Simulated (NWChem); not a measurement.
System: CH2BNO; SMILES BN=C=O

Input file for NWChem:

```
start job
memory heap 200 mb stack 900 mb global 1100 mb
geometry units angstroms noautoz
  B     -0.788637    -1.641358     0.628345
  H     -0.192715    -2.304074     1.443668
  H     -1.864823    -1.981816     0.198211
  N     -0.215418    -0.444010     0.168599
  C      0.273054     0.577004    -0.223576
  O      0.748575     1.570819    -0.605266
end
basis spherical
  * library 6-311g**
end
dft
  xc b3lyp
  iterations 150
  mulliken
end
task dft energy
```

Excerpt of the output:

```
             Northwest Computational Chemistry Package (NWChem) 7.3.0
             --------------------------------------------------------

 C2V symmetry detected

                             Geometry "geometry" -> ""
                             -------------------------

 Output coordinates in angstroms (scale by  1.889725989 to convert to a.u.)

  No.       Tag          Charge          X              Y              Z
 ---- ---------------- ---------- -------------- -------------- --------------
    1 B                    5.0000     0.00000000     0.00000000    -1.94366150
    2 H                    1.0000     0.00000000     1.05486473    -2.53217278
    3 H                    1.0000     0.00000000    -1.05486473    -2.53217278
    4 N                    7.0000     0.00000000     0.00000000    -0.53881682
    5 C                    6.0000     0.00000000     0.00000000     0.65904615
    6 O                    8.0000     0.00000000     0.00000000     1.82501173

 Effective nuclear repulsion energy (a.u.)      89.4701891996

      Symmetry information
      --------------------

 Group name             C2v
 Group number             16
 Group order               4
 No. of unique centers     5

                                 NWChem DFT Module
                                 -----------------

 Summary of "ao basis" -> "ao basis" (spherical)
 ------------------------------------------------------------------------------
       Tag                 Description            Shells   Functions and Types
 ---------------- ------------------------------  ------  ---------------------
 B                          6-311g**                 8       18   4s3p1d
 H                          6-311g**                 4        6   3s1p
 N                          6-311g**                 8       18   4s3p1d
 C                          6-311g**                 8       18   4s3p1d
 O                          6-311g**                 8       18   4s3p1d

      Symmetry analysis of basis
      --------------------------

        a1         41
        a2          5
        b1         17
        b2         21

            General Information
            -------------------
          SCF calculation type: DFT
          Wavefunction type:  closed shell.
          No. of atoms     :     6
          No. of electrons :    28
           Alpha electrons :    14
            Beta electrons :    14
          Charge           :     0
          Spin multiplicity:     1
          Use of symmetry is: on ; symmetry adaption is: on
          Maximum number of iterations: 150
          AO basis - number of functions:    84
                     number of shells:    40
          Convergence on energy requested:  1.00D-06
          Convergence on density requested:  1.00D-05
          Convergence on gradient requested:  5.00D-04

              XC Information
              --------------
                         B3LYP Method XC Potential
                     Hartree-Fock (Exact) Exchange  0.200
                        Slater Exchange Functional  0.800 local
                    Becke 1988 Exchange Functional  0.720 non-local
              Lee-Yang-Parr Correlation Functional  0.810
                  VWN I RPA Correlation Functional  0.190 local

             Grid Information
             ----------------
          Grid used for XC integration:  medium
          Radial quadrature: Mura-Knowles
          Angular quadrature: Lebedev.
          Tag              B.-S. Rad. Rad. Pts. Rad. Cut. Ang. Pts.
          ---              ---------- --------- --------- ---------
          B                   0.85       49           9.0       434
          H                   0.35       45          10.0       434
          N                   0.65       49           8.0       434
          C                   0.70       49          10.0       434
          O                   0.60       49          12.0       434
          Grid pruning is: on
          Number of quadrature shells:   241
          Spatial weights used:  Erf1

      Superposition of Atomic Density Guess
      -------------------------------------

 Sum of atomic energies:        -192.28420750

      Non-variational initial energy
      ------------------------------

 Total energy =    -194.064479
 1-e energy   =    -437.484013
 2-e energy   =     153.949344
 HOMO         =      -0.324884
 LUMO         =      -0.028831

      Symmetry analysis of molecular orbitals - initial
      -------------------------------------------------

  Numbering of irreducible representations:

     1 a1          2 a2          3 b1          4 b2

  Orbital symmetries:

     1 a1          2 a1          3 a1          4 a1          5 a1
     6 a1          7 a1          8 a1          9 b2         10 b1
    11 a1         12 b2         13 b1         14 b2         15 b1
    16 b2         17 a1         18 b1         19 a1         20 b2
    21 a1         22 a1         23 b2         24 b1

     ---------------------------------------------
      Total Density - Mulliken Population Analysis
     ---------------------------------------------

    Atom       Charge   Shell Charges
 -----------   ------   -------------------------------------------------------
    1 B    5     4.74   1.13  0.86  0.34  0.74  0.81  0.43  0.34  0.09
    2 H    1     1.06   0.25  0.57  0.23  0.01
    3 H    1     1.06   0.25  0.57  0.23  0.01
    4 N    7     7.58   1.09  0.90  0.81  0.89  1.94  0.68  1.25  0.02
    5 C    6     4.92   1.10  0.89  0.46  0.77  1.01  0.22  0.32  0.16
    6 O    8     8.63   1.08  0.91  0.98  1.04  2.19  0.82  1.59  0.01

   convergence    iter        energy       DeltaE   RMS-Dens  Diis-err
 ---------------- ----- ----------------- --------- --------- ---------
 d= 0,ls=0.0,diis     1   -194.1068013107 -2.84D+02  1.07D-02  1.05D+00
 d= 0,ls=0.0,diis     2   -193.9944775345  1.12D-01  7.53D-03  2.43D+00
 d= 0,ls=0.0,diis     3   -194.1978816133 -2.03D-01  2.92D-03  1.77D-01
 d= 0,ls=0.0,diis     4   -194.2044901725 -6.61D-03  1.47D-03  8.87D-02
 d= 0,ls=0.0,diis     5   -194.2132465232 -8.76D-03  3.04D-04  2.60D-03
  Resetting Diis
 d= 0,ls=0.0,diis     6   -194.2135571038 -3.11D-04  3.55D-05  1.37D-05
 d= 0,ls=0.0,diis     7   -194.2135585010 -1.40D-06  2.83D-05  3.26D-06
 d= 0,ls=0.0,diis     8   -194.2135579851  5.16D-07  1.72D-05  7.65D-06
 d= 0,ls=0.0,diis     9   -194.2135589146 -9.29D-07  3.67D-06  6.91D-07

         Total DFT energy =     -194.213558914623
      One electron energy =     -439.607596795252
           Coulomb energy =      181.661125900026
    Exchange-Corr. energy =      -25.737277219046
 Nuclear repulsion energy =       89.470189199648

 Numeric. integr. density =       28.000000758410

                  Occupations of the irreducible representations
                  ----------------------------------------------

                     irrep           alpha         beta
                     --------     --------     --------
                     a1                9.0          9.0
                     a2                0.0          0.0
                     b1                2.0          2.0
                     b2                3.0          3.0

                       DFT Final Molecular Orbital Analysis
                       ------------------------------------

 Vector   12  Occ=2.000000D+00  E=-3.949577D-01  Symmetry=b2
              MO Center= -1.8D-16, -3.3D-14, -1.1D+00, r^2= 3.8D+00
   Bfn.  Coefficient  Atom+Function         Bfn.  Coefficient  Atom+Function
  ----- ------------  ---------------      ----- ------------  ---------------
     8      0.201896  1 B  py                74     -0.202341  6 O  py
    78     -0.177308  6 O  py                20      0.174511  2 H  s
    26     -0.174511  3 H  s                  4      0.170343  1 B  py
    38      0.148860  4 N  py                42      0.144342  4 N  py
    70     -0.140792  6 O  py                12      0.119330  1 B  py

 Vector   13  Occ=2.000000D+00  E=-3.460042D-01  Symmetry=b1
              MO Center=  1.7D-15, -1.6D-16,  2.4D-01, r^2= 2.4D+00
   Bfn.  Coefficient  Atom+Function         Bfn.  Coefficient  Atom+Function
  ----- ------------  ---------------      ----- ------------  ---------------
    41      0.310723  4 N  px                37      0.299447  4 N  px
    73     -0.275588  6 O  px                77     -0.267194  6 O  px
    33      0.206899  4 N  px                69     -0.194139  6 O  px
     7      0.099400  1 B  px                11      0.082784  1 B  px
     3      0.079808  1 B  px                65      0.068524  5 C  d  1

 Vector   14  Occ=2.000000D+00  E=-2.949688D-01  Symmetry=b2
              MO Center= -8.1D-17,  2.6D-14, -5.3D-01, r^2= 3.7D+00
   Bfn.  Coefficient  Atom+Function         Bfn.  Coefficient  Atom+Function
  ----- ------------  ---------------      ----- ------------  ---------------
    42      0.281563  4 N  py                38      0.269506  4 N  py
    78     -0.247595  6 O  py                74     -0.227621  6 O  py
    34      0.186720  4 N  py                70     -0.163016  6 O  py
    20     -0.156844  2 H  s                 26      0.156844  3 H  s
    21     -0.151900  2 H  s                 27      0.151900  3 H  s

 Vector   15  Occ=0.000000D+00  E=-7.817100D-02  Symmetry=b1
              MO Center= -2.7D-15, -3.7D-16, -1.2D+00, r^2= 3.5D+00
   Bfn.  Coefficient  Atom+Function         Bfn.  Coefficient  Atom+Function
  ----- ------------  ---------------      ----- ------------  ---------------
    11      0.521712  1 B  px                 7      0.322250  1 B  px
    59     -0.244097  5 C  px                77      0.232367  6 O  px
    55     -0.231166  5 C  px                 3      0.213710  1 B  px
    73      0.157554  6 O  px                51     -0.139617  5 C  px
    69      0.115026  6 O  px                41     -0.084493  4 N  px

[...]
```

Level: B3LYP/6-311G** (spherical d). All runs use the structure optimised with PBE0/def2-SVP. B3LYP is NWChem's, with the RPA form of VWN correlation.
